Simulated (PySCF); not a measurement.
**N+ (nitrogen, charge +1): PBE calculation**

Configuration: [He] 2s1 2p3, high-spin 5S determinant (an excited configuration). Calculation: PySCF 2.14, in x2c-QZVPPall (7s4p3d2f1g, 57 functions); scalar relativity by spin-free X2C-1e.

```json
{"Total energy": "-53.8110 hartree", "One-electron energy": "-69.8398 hartree", "Hartree (Coulomb) energy": "22.5080 hartree", "Exchange-correlation energy": "-6.4793 hartree", "⟨S²⟩": "6.0000", "⟨L²⟩": "0.000", "Sum of ⟨r⟩": "5.416 bohr", "Sum of ⟨r²⟩": "7.774 bohr²", "Langevin diamagnetic susceptibility": "-6.16 ×10⁻⁶ cm³/mol"}
```

| shell | electrons | mean orbital energy (eV) | rms radius, mean of both spins (bohr) |
| --- | --- | --- | --- |
| 1s α | 1 | -400.99 | 0.267 |
| 1s β | 1 | -398.24 | 0.267 |
| 2s α | 1 | -34.679 | 1.34 |
| 2p α | 3 | -22.783 | 1.39 |
